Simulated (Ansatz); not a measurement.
Dissociation curve of BH, singlet.

- RKS-PBE0 = restricted PBE0/aug-cc-pVDZ run with Ansatz (an electronic-structure program)
- UCCSDT(Q) = CCSDT(Q) on UHF/aug-cc-pVDZ, frozen core run with Ansatz
- RCCSD(T) = CCSD(T) on RHF/aug-cc-pVDZ, frozen core run with Ansatz

Energies are in eV, each relative to the lowest point of its own curve near equilibrium.

```csv
R / Å,RKS-PBE0,UCCSDT(Q),RCCSD(T)
0.98,1.132,1.136,1.135
1.05,0.545,0.546,0.545
1.11,0.241,0.241,0.240
1.17,0.072,0.072,0.072
1.20,0.027,0.027,0.027
1.24,0.000,0.000,0.000
1.29,0.010,0.010,0.010
1.31,0.025,0.025,0.025
1.36,0.085,0.085,0.086
1.46,0.278,0.275,0.277
1.56,0.532,0.522,0.525
1.66,0.818,0.795,0.799
1.89,1.507,1.426,1.435
2.06,1.999,1.849,1.861
2.23,2.455,2.216,2.231
2.49,…,2.662,2.677
2.74,3.572,2.968,2.967
3.00,…,…,—
3.32,4.417,3.329,—
3.78,…,…,—
4.41,…,3.462,—
5.04,5.436,3.467,—
```

Question: What belongs in the gaps?

Answer: 
- 2.49, RKS-PBE0: 3.072
- 3.00, RKS-PBE0: 4.000
- 3.00, UCCSDT(Q): 3.178
- 3.78, RKS-PBE0: 4.850
- 3.78, UCCSDT(Q): 3.426
- 4.41, RKS-PBE0: 5.222

Dashes: no converged value, or the column stops at the first point that the program doubted or that broke a chosen test of continuity, which isn't proof of a fault.

The restricted form behind RKS-PBE0 keeps the bonding electrons paired and can't separate into open-shell fragments. The unrestricted determinant behind UCCSDT(Q) is spin-contaminated at 0.98 to 5.04 Å (<S²> up to 1.0, against 0.00 for a pure singlet). The T1 diagnostic of CCSD on the restricted reference of RCCSD(T) exceeds 0.045 at 2.49 to 5.04 Å.
